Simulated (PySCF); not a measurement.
Excitations are Tamm–Dancoff values on a coarser integration grid. The basis has no diffuse functions, so Rydberg states are missing or too high.

# C2H6Si, SMILES `C=C[SiH3]` (charge 0, multiplicity 1)

These are CAM-B3LYP-D3(BJ)/def2-TZVP (PySCF) values and carry that method's errors.

```json
{
  "HOMO": "-9.34 eV",
  "dipole_moment": "0.72 D",
  "LUMO": "0.73 eV",
  "HOMO–LUMO gap": "10.08 eV",
  "S1 excitation (TDA)": "6.93 eV",
  "S1 oscillator strength": "0.002",
  "brightest of the four lowest singlets (TDA)": "7.73 eV",
  "T1 excitation (TDA)": "4.32 eV",
  "S1–T1 gap (TDA)": "2.60 eV",
  "total_energy": "-369.2799 Ha",
  "cost": "about 70 core-seconds (a rough figure)"
}
```

Bond lengths (Å): C1–C2 1.326, C1–H4 1.084, C1–H5 1.084, C2–Si3 1.857, C2–H6 1.087, Si3–H7 1.481, Si3–H8 1.481, Si3–H9 1.479. Angles (°): C2–C1–H4 122.2, C2–C1–H5 121.8, H4–C1–H5 116.0, C1–C2–Si3 123.5, C1–C2–H6 117.8, Si3–C2–H6 118.8, C2–Si3–H7 110.7, C2–Si3–H8 110.7, C2–Si3–H9 109.0, H7–Si3–H8 107.6, H7–Si3–H9 109.4, H8–Si3–H9 109.3.
